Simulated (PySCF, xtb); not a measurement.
benzenedithiol (C6H6S2), SMILES c1(ccc(S)cc1)S. One conformer was computed; it need not be the lowest.

Harmonic wavenumbers (cm⁻¹) from xtb with GFN2-xTB at its own minimum, in rising order: 91, 198, 208, 214, 279, 316, 318, 369, 453, 539, 598, 643, 739, 788, 857, 858, 863, 894, 914, 979, 1111, 1129, 1138, 1200, 1266, 1326, 1399, 1441, 1565, 1576, 2425, 2426, 3070, 3082, 3095, 3105.

Problem. What does PBE0-D3(BJ)/def2-SVP (PySCF 2.14.0) give at its own minimum? (The exact figures need the calculation; the answer reports its results.)

Solution. 78, 86, 105, 204, 295, 333, 335, 411, 502, 552, 645, 732, 767, 822, 838, 925, 940, 960, 982, 1025, 1135, 1144, 1149, 1203, 1313, 1363, 1455, 1519, 1637, 1678, 2730, 2730, 3201, 3204, 3215, 3219. Paired by order, the mean absolute difference is 69 cm⁻¹ and the zero-point energies are 59.3 and 62.1 kcal/mol.
